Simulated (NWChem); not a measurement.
A series in which one site is exchanged, each optimised at PBE0/def2-SVP with NWChem, gas phase unless a solvent is named. Low-valent species are run as closed-shell singlets; no triplet was tried in these runs. For some, no frequency run checked for a minimum. def2 effective core potentials on I; no spin-orbit coupling.

A: Cl[Si]Cl (SiCl2; site = Cl)
B: F[Si]Cl (SiClF; site = F)
C: Cl[Si]I (SiICl; site = I)
D: [SiH]Cl (SiHCl; site = H)

| quantity | A | B | C | D |
|---|---|---|---|---|
| dipole (D), PBE0/def2-SVP | [?] | 1.13 | 0.91 | 1.00 |
| static polarisability, PBE/def2-SVPD (bohr³) | [?] | 44.7 | 85.3 | 47.3 |
| lowest singlet excitation, PBE/def2-SVPD, TDA (eV) | [?] | 4.54 | 2.89 | 2.65 |

**Question.** What belongs in the gaps?

**Answer.** 
- dipole (D), PBE0/def2-SVP, A: 0.95
- static polarisability, PBE/def2-SVPD (bohr³), A: 59.8
- lowest singlet excitation, PBE/def2-SVPD, TDA (eV), A: 3.87
